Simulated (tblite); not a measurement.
Compound: C4H7AlClF.
Atom-mapped SMILES: `[CH3:1]/[C:2](=[CH:3]\[F:4])[CH2:5][AlH:6][Cl:7]` (hydrogens: H8, H9, H10 on C1; H11 on C3; H12, H13 on C5; H14 on Al6)

Computed with GFN2-xTB (tblite), gas phase: L-BFGS steps from a force-field or distance-geometry start until the largest atomic force falls under 0.01 eV/Å.

Step 49: E = -612.9498 eV
```
atom  x, y, z in Å  |  force x, y, z in eV/Å
C1     -1.0938    1.0564   -0.0124   -0.005   0.027  -0.023
C2     -0.5688   -0.3481    0.0678   -0.003   0.012   0.011
C3     -1.0492   -1.1881    0.9765   -0.018  -0.013  -0.009
F4     -2.0241   -0.8046    1.8344   -0.003  -0.044   0.014
C5      0.5364   -0.7310   -0.8607   -0.074  -0.039  -0.034
Al6     2.1212    0.4158   -0.3682    0.056   0.011  -0.032
Cl7     2.3980    1.2026    1.4706    0.017   0.001   0.006
H8     -2.1405    1.0584   -0.3150    0.016   0.012  -0.014
H9     -0.5178    1.6382   -0.7347    0.049  -0.001  -0.014
H10    -1.0313    1.5437    0.9607   -0.017  -0.024  -0.007
H11    -0.7628   -2.2182    1.1195    0.006   0.011   0.017
H12     0.7005   -1.8139   -0.8167    0.038   0.037   0.012
H13     0.2487   -0.5082   -1.8976   -0.020   0.010   0.048
H14     3.1829    0.6964   -1.4463   -0.041   0.000   0.025
```

Step 50: E = -612.9505 eV
```
atom  x, y, z in Å  |  force x, y, z in eV/Å
C1     -1.0906    1.0574   -0.0126    0.032  -0.009  -0.026
C2     -0.5664   -0.3485    0.0695   -0.020   0.001  -0.008
C3     -1.0486   -1.1887    0.9771   -0.021  -0.003  -0.007
F4     -2.0226   -0.8042    1.8352   -0.011  -0.037   0.022
C5      0.5353   -0.7358   -0.8625   -0.057   0.003   0.013
Al6     2.1192    0.4150   -0.3695    0.019   0.012  -0.008
Cl7     2.3914    1.2046    1.4693    0.017  -0.006   0.001
H8     -2.1361    1.0617   -0.3196    0.026   0.009  -0.011
H9     -0.5085    1.6371   -0.7326    0.034  -0.001  -0.002
H10    -1.0296    1.5427    0.9615   -0.023  -0.014  -0.009
H11    -0.7654   -2.2196    1.1204    0.015   0.010   0.011
H12     0.7001   -1.8183   -0.8176    0.024   0.036   0.005
H13     0.2439   -0.5093   -1.8965   -0.018  -0.002   0.020
H14     3.1773    0.7054   -1.4442   -0.016   0.000  -0.001
```

Question: Estimate the geometry and energy of step 51. (The exact step hangs on the optimiser's Hessian estimate; all steps are aligned on step 50, rigid shifts and turns removed.)

Answer: E = -612.9508 eV, largest force 0.052 eV/Å
```
atom  x, y, z in Å  |  force x, y, z in eV/Å
C1     -1.0879    1.0577   -0.0131    0.038  -0.021  -0.020
C2     -0.5656   -0.3491    0.0705   -0.029  -0.005  -0.013
C3     -1.0489   -1.1893    0.9776   -0.021   0.001  -0.002
F4     -2.0221   -0.8050    1.8364   -0.014  -0.029   0.023
C5      0.5335   -0.7385   -0.8632   -0.024   0.030   0.035
Al6     2.1186    0.4143   -0.3703   -0.014   0.011   0.009
Cl7     2.3882    1.2064    1.4684    0.017  -0.012  -0.004
H8     -2.1326    1.0636   -0.3225    0.027   0.009  -0.016
H9     -0.5021    1.6360   -0.7316    0.026  -0.001   0.004
H10    -1.0289    1.5422    0.9614   -0.022  -0.009  -0.009
H11    -0.7670   -2.2205    1.1215    0.020   0.008   0.005
H12     0.6989   -1.8205   -0.8187    0.018   0.027   0.003
H13     0.2411   -0.5094   -1.8956   -0.019  -0.006   0.001
H14     3.1743    0.7117   -1.4429   -0.002  -0.001  -0.017
```

The energy changes by -0.0003 eV. The first-order estimate −F·Δx gives -0.0005 eV and the mean of the old and new forces, exact on a quadratic surface, -0.0003 eV. The step makes an angle of 74° with the force vector and moves no atom by more than 0.007 Å.

The cost below is that of the whole relaxation. Hardware: one thread of an Arm Neoverse N1, on a shared host. Cost: 1.6 s.
